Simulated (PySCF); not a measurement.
C₈H₇F.
Atom-mapped SMILES: `[CH:1]#[C:2][C@H:3]1[CH2:4]/[C:5](=[CH:6]/[F:7])[C:8]1=[CH2:9]`

Cartesian coordinates in Å at the GFN2-xTB level; atoms count from 1:
```xyz
16
C8H7F angstrom
C      3.101    0.411    0.664
C      2.082    0.104    0.116
C      0.834   -0.267   -0.503
C      0.074   -1.444    0.171
C     -1.069   -0.498    0.436
C     -2.257   -0.670    0.993
F     -3.142    0.335    1.126
C     -0.351    0.626   -0.159
C     -0.604    1.913   -0.324
H      4.003    0.680    1.128
H      0.979   -0.397   -1.579
H     -0.161   -2.277   -0.489
H      0.556   -1.822    1.072
H     -2.635   -1.603    1.387
H      0.110    2.569   -0.794
H     -1.530    2.349    0.011
```

NICS = −σ at a ghost point: NICS(0) at the centroid of the ring atoms, NICS(1) 1 Å to either side along the normal of their mean plane, zz for the tensor component along that normal. Level: GIAO PBE0/pcSseg-1 (PySCF, non-relativistic, gas phase) on the GFN2-xTB geometry, one conformer.

Ring bond lengths (Å), with Mayer bond orders in brackets: C3–C4 1.555 (1.02), C4–C5 1.507 (1.05), C5–C8 1.460 (1.00), C8–C3 1.523 (0.97).

Question: Give the NICS values of each ring in ppm.

Answer: 
| ring | type | NICS(0) | NICS(1), two faces | NICS(1)zz, two faces | rms pucker (Å) | centre to ring atoms, mean (Å) |
| --- | --- | --- | --- | --- | --- | --- |
| C3–C4–C5–C8 | 4-membered carbocycle; formal bonds all single | 1.2 | -0.9 / -1.8 | 3.2 / 0.6 | 0.01 | 1.07 |

Question: What can be read from them?

Answer: 
- C3–C4–C5–C8: mean NICS(1)zz 1.9 ppm, near zero. C3, C4 have four or more neighbours, so the value isn't read as a sign of a π ring current.

Question: What field does 9.4 T along the ring normal induce along that normal at the second NICS(1) probe listed for ring C3–C4–C5–C8, 1 Å off the ring?

Answer: NICSzz × B0 = 0.6 ppm × 9.4 T = 6 μT, along the applied field.

Question: What are the shieldings of the ring atoms and their hydrogens in the same run (means over atoms taken as equivalent)?

Answer: 
| atoms | environment | σ isotropic (ppm) | principal values of the symmetric part, first atom (ppm) |
| --- | --- | --- | --- |
| C3 | allylic carbon | 156.4 | 145.6, 157.8, 165.8 |
| C4 | allylic carbon | 154.8 | 139.1, 153.1, 172.3 |
| C5 | fully substituted alkene carbon | 60.9 | -35.0, 78.9, 138.8 |
| C8 | fully substituted alkene carbon | 36.5 | -72.5, 46.1, 136.0 |
| H11 | methine hydrogen | 28.23 | 24.3, 27.5, 32.9 |
| H12 | methylene hydrogen | 28.74 | 25.4, 27.0, 33.9 |
| H13 | methylene hydrogen | 28.98 | 25.8, 28.1, 33.1 |
